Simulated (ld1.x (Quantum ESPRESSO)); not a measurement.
## S: one change to an ultrasoft potential, before and after

S, ultrasoft, made with ld1.x (Quantum ESPRESSO) 7.5 (revPBE, non-relativistic). Core [Ne], reference 3s2 3p2 (charge +2). Waves: 3s (bound): rcut 1.20, rcutus 1.45 bohr; 3s channel at -1.35 Ry: rcut 1.20, rcutus 1.45 bohr; 3p (bound): rcut 1.35, rcutus 1.80 bohr; 3p channel at -1.65 Ry: rcut 1.35, rcutus 1.80 bohr; 3d channel at 0.5 Ry: rcut 1.35, rcutus 1.50 bohr. Local part: all-electron potential smoothed inside 1.10 bohr (lloc = -1). Core correction: a·sin(br)/r model core inside 1.05 bohr. Augmentation charge: built from norm-conserving waves at rcut, not smoothed further.

All-electron outer shells of the reference configuration (revPBE, non-relativistic, ld1.x):

```tsv
shell	level (eV)	outermost node (bohr)	outermost maximum (bohr)
3s	-39.25	0.60	1.37
3p	-27.97	0.58	1.50
```

Change: waves 3s (bound): rcut 1.18, rcutus 1.26 bohr; 3s channel at -1.35 Ry: rcut 1.18, rcutus 1.26 bohr.

Cutoffs: the cutoffs (Ry, on a coarse ladder) from which the occupation-weighted sum of valence levels, in a spherical-Bessel basis at the reference potential, stays within 10 and 1 mRy of its value at 400 Ry; they do not see the model core or the augmentation charge, which bear on the density cutoff. Errors are all-electron minus pseudo energies relative to the spin-unpolarised reference configuration.

Problem. What does the change do?

Solution. The potential gets harder (18 Ry and 30 Ry → 25 Ry and 45 Ry); the errors of the 7 common tests hardly move; neither file shows a bound ghost. A smaller radius makes the pseudo-wave follow the all-electron one further in, where it bends more sharply, so more plane waves are needed.

| quantity | base | changed |
| --- | --- | --- |
| cutoff, loose | 18 Ry | 25 Ry |
| cutoff, tight | 30 Ry | 45 Ry |
| loose cutoff by channel (10 mRy a level) | s 12 Ry, p 15 Ry | s 21 Ry, p 15 Ry |
| bound ghosts | none | none |
| error for 3s2 3p4, meV [ΔE -34.03 eV] | +8.2 | +8.2 |
| error for 3s2 3p3, meV [ΔE -22.27 eV] | +3.4 | +3.4 |
| error for 3s2 3p1, meV [ΔE 34.02 eV] | +7.8 | +7.8 |
| error for 3s2 3p0, meV [ΔE 80.77 eV] | +45 | +45 |
| error for 3s2 3p4.3, meV [ΔE -35.73 eV] | +9.1 | +9.1 |
| error for 3s1 3p5, meV [ΔE -23.84 eV] | +10 | +10 |
| error for 3s0 3p6, meV [ΔE -13.54 eV] | +9.7 | +9.7 |
| s: phases at 1.96 bohr within 0.05 rad from the reference energy up to (Ry; the scan ends near 5) | 3.9 | 3.8 |
| p: phases at 1.96 bohr within 0.05 rad from the reference energy up to (Ry; the scan ends near 5) | to the end of the scan | to the end of the scan |
| d: phases at 1.96 bohr within 0.05 rad from the reference energy up to (Ry; the scan ends near 5) | 4.0 | 4.0 |
| lowest overlap eigenvalue by channel | s 0.34, p 0.78, d 1.00 | s 0.12, p 0.78, d 1.00 |
